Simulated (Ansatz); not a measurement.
Program: Ansatz. Geometries: PBE0-D4/def2-TZVP. ΔE: electronic, gas phase. CCSD(T)/CBS adds triple-zeta CCSD(T) − MP2 to the extrapolated MP2 energy (def2 sets, frozen cores). This one scheme is used for every species. DFT in def2-TZVPP. Each species was taken in one conformer, which may not be the lowest.

Consider the ligand exchange at the Al–O bond: `[OH][AlH][CH2]F` + CH₃SH → `C[S][AlH][CH2]F` + H₂O.

```tsv
level	ΔE (kJ/mol)
r2SCAN-D4	26.6
HF/def2-QZVPP	43.6
```

(1) What does CCSD(T)/CBS give? (Estimate.)

Largest T1 diagnostic among the species: 0.012.

## Answers

(1) The calculation gave: +25.0 kJ/mol. The listed levels differ from it by 1.6, 18.6 kJ/mol.

The D4 term adds −7.8 kJ/mol with B3LYP and −4.6 kJ/mol with PBE0; it sums over pairs of atoms, weighted by their polarisabilities, and B3LYP, whose exchange is more repulsive, gets the larger term. In def2-TZVPP, CCSD(T) changes the Hartree–Fock value by −13.1 kJ/mol (the triples alone add −3.6 kJ/mol) and MP2 by −13.7 kJ/mol.

B3LYP here is the variant with VWN-RPA as its local correlation; programs differ in this.
